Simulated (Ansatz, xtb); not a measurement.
GeH9NSi2: which of two isomers lies lower

We compare I, `N[Si@@H]([SiH3])[GeH3]`, a singlet, with II, `N[SiH2][GeH2][SiH3]`, a singlet. Both are isolated molecules in the gas phase, relaxed with PBE0-D3(BJ)/def2-SVP; the shapes shown needn't be the lowest conformers.

I (Å):

```yaml
atoms:
  - { symbol: Ge, position_ang: [1.0082, -2.1201, 1.2418] }
  - { symbol: N, position_ang: [-0.3805, 1.0987, 1.3086] }
  - { symbol: Si, position_ang: [-0.3399, -0.3522, 0.3424] }
  - { symbol: Si, position_ang: [0.4757, 0.2156, -1.7818] }
  - { symbol: H, position_ang: [0.4689, 1.6508, 1.3703] }
  - { symbol: H, position_ang: [-0.8337, 1.0608, 2.2163] }
  - { symbol: H, position_ang: [-1.7409, -0.8685, 0.2336] }
  - { symbol: H, position_ang: [0.6398, -1.0165, -2.6147] }
  - { symbol: H, position_ang: [-0.4366, 1.1662, -2.4892] }
  - { symbol: H, position_ang: [1.8175, 0.8654, -1.6362] }
  - { symbol: H, position_ang: [0.9798, -3.3887, 0.3638] }
  - { symbol: H, position_ang: [2.4789, -1.6639, 1.3588] }
  - { symbol: H, position_ang: [0.5393, -2.5129, 2.6596] }
```

II (Å):

```tsv
atom	x (Å)	y (Å)	z (Å)
Ge	0.9594	-0.8041	-0.9845
N	-1.3949	0.8832	0.9222
Si	-0.0028	1.1905	-0.0703
Si	1.3630	-2.3078	0.8206
H	-2.2420	0.5442	0.4783
H	-1.2598	0.4183	1.8140
H	1.0342	1.8479	0.7821
H	-0.4080	2.1099	-1.1767
H	2.2738	-0.5595	-1.7563
H	-0.0321	-1.4813	-1.9576
H	2.3942	-1.7347	1.7410
H	0.0962	-2.4801	1.6016
H	1.8222	-3.6555	0.3645
```

Which of the two would you expect CCSD(T)/def2-SVP + ΔMP2/def2-TZVPP electronic energies to favour?

Structure II; the calculation gives E(II) − E(I) = −0.213 eV.

How the difference moves with the method:

```
                             level              geometry  E(II) − E(I) (eV)  departure from the last row (eV)  job, with rough time for the two
              PBE0-D3(BJ)/def2-SVP  PBE0-D3(BJ)/def2-SVP              −0.168                            +0.045               optimisation, 3 min
                       HF/def2-SVP  PBE0-D3(BJ)/def2-SVP              −0.212                            +0.002           part of the CCSD(T) run
                      MP2/def2-SVP  PBE0-D3(BJ)/def2-SVP              −0.215                            −0.002           part of the CCSD(T) run
                  CCSD(T)/def2-SVP  PBE0-D3(BJ)/def2-SVP              −0.190                            +0.024                      single point
CCSD(T)/def2-SVP + ΔMP2/def2-TZVPP  PBE0-D3(BJ)/def2-SVP              −0.213                                               single point, 1.9 min
```

As drawn, II has 1 Ge–Si, 1 Si–H in place of 1 Si–Si, 1 Ge–H.

The levels shown agree on the order. The largest departure from CCSD(T)/def2-SVP + ΔMP2/def2-TZVPP is that of PBE0-D3(BJ)/def2-SVP, 0.045 eV. A small imaginary or near-zero mode remains, so no thermal terms are given. Levels run at GFN2-xTB geometries aren't shown. The last row adds to CCSD(T) the change of the MP2 difference between the two basis sets, here −0.024 eV.

The correlated steps freeze 20 core orbitals; the filled d shell of Ge is correlated, in a basis made for valence electrons. Codes used: Ansatz 0.2.0, xtb 6.7.1; the last row on 2 threads of Intel(R) Xeon(R) Processor @ 2.50GHz (Skylake/Cascade Lake) on a shared host.
